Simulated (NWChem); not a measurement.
System: BSiH5; SMILES [SiH3]B

Input file for NWChem:

```
start job
memory heap 200 mb stack 900 mb global 1100 mb
geometry units angstroms noautosym nocenter noautoz
  B     -0.001336     1.413149     0.011295
  H      1.021636     2.040690     0.154844
  H     -1.012813     2.037430    -0.207994
  Si    -0.002362    -0.600987     0.039088
  H      0.264563    -1.019523    -1.380615
  H     -1.313384    -1.198006     0.445000
  H      1.076304    -1.191882     0.892006
end
basis spherical
  * library iglo-iii
end
dft
  xc b3lyp
  iterations 150
end
property
  shielding 5 1 2 4 5 6
end
task dft property
```

The geometry was optimised at PBE0/def2-SVP.

GIAO values for the isolated, static molecule; σ is the absolute isotropic shielding, δ = σ(reference) − σ with the isolated reference molecule computed at the same levels (11B: boron trifluoride, 1H: tetramethylsilane, 29Si: tetramethylsilane).

Atoms are numbered as in the input.

Question: Predict the main results of this run. (B3LYP/IGLO-III, GIAO.) Quantities: δ B1 (ppm); δ H2 (ppm); δ Si4 (ppm); δ H5 (rotor mean) (ppm).

Answer: 
```
Property                 Result
-----------------------  ------
δ B1 (ppm)                114.3
δ H2 (ppm)                10.38
δ Si4 (ppm)              -107.1
δ H5 (rotor mean) (ppm)    3.87
```
